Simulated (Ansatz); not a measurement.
A structure relaxed at r2SCAN-D4/def2-SVP in Ansatz, charge 1, doublet:

| atom | x (Å) | y (Å) | z (Å) |
| --- | --- | --- | --- |
| Se1 | -0.108 | 0.544 | -0.245 |
| Se2 | 2.210 | 1.997 | 2.171 |
| Se3 | -1.112 | -1.544 | -0.898 |
| Se4 | 1.416 | 0.062 | 1.555 |
| Se5 | -2.407 | -1.058 | -2.583 |

Task: Give its formula.

Result: Se₅⁺.

Task: Summarise the bond lengths by kind (pairs closer than 1.2 times the sum of covalent radii, bridged metal pairs left out).

Result: 4 × Se–Se 2.18 to 2.41 Å.

The charge 1 doublet is spin-contaminated (final ⟨S²⟩ up to 0.89, 0.75 for a pure state). The relaxation made no stability test and no search for a lower SCF solution. Another isomer (doublet) lies 1.23 eV lower at PBE0-D4/def2-TZVP; other spin states weren't run for this one.
